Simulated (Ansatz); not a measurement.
Stepwise reaction of `[OH][Ti]([F])([F])[Cl]` with water, as a gas-phase model of exchange steps in deposition or etching. ΔE in kJ/mol; ΔG adds harmonic PBE0-D4 terms to CCSD(T)/CBS, at 1 bar.

Computed with Ansatz on PBE0-D4/def2-TZVP structures; ΔE is electronic, products minus reactants. CBS: MP2 limit from def2 TZ/QZ plus the TZ coupled-cluster correction, frozen cores. This one scheme is used for every species. Functionals use def2-TZVPP. B3LYP here is the variant with VWN-RPA as its local correlation; programs differ in this. For Ti outer-core shells are correlated without core-valence functions, which leaves a few kJ/mol of doubt a bond. Scalar relativity is left out up to krypton. Each species was taken in one conformer, which may not be the lowest.

```
step                                                            reaction  PBE-D4  B3LYP-D4  ωB97M-V  CCSD(T)/CBS  ΔG(500 K)
   2  `[OH][Ti]([OH])([F])[Cl]` + H₂O → `[OH][Ti]([OH])([OH])[Cl]` + H–F    49.3      47.8     48.8         41.2       41.1
```

Problem. Give the row of step 1, `[OH][Ti]([F])([F])[Cl]` + H₂O → `[OH][Ti]([OH])([F])[Cl]` + H–F. (Estimate.)

Solution. The calculation gave: 
| step | reaction | PBE-D4 | B3LYP-D4 | ωB97M-V | CCSD(T)/CBS | ΔG(500 K) |
| --- | --- | --- | --- | --- | --- | --- |
| 1 | `[OH][Ti]([F])([F])[Cl]` + H₂O → `[OH][Ti]([OH])([F])[Cl]` + H–F | 45.3 | 42.4 | 43.5 | 35.8 | 32.4 |

Problem. By hand: ΔE of the 2 steps together at CCSD(T)/CBS.

Solution. (35.8) + (41.2) = 77.0 kJ/mol, or 38.5 kJ/mol a step.

In ΔE each step is higher than the one before. All are uphill at CCSD(T)/CBS. ΔG lies between 32.4 and 41.1 kJ/mol a step. PBE-D4 differs from CCSD(T)/CBS by 8.1 to 9.5 kJ/mol a step. Only this route is followed, and other bonds may react first. Isolated molecules leave out the surface, adducts and barriers. Largest T1 diagnostic: 0.024.
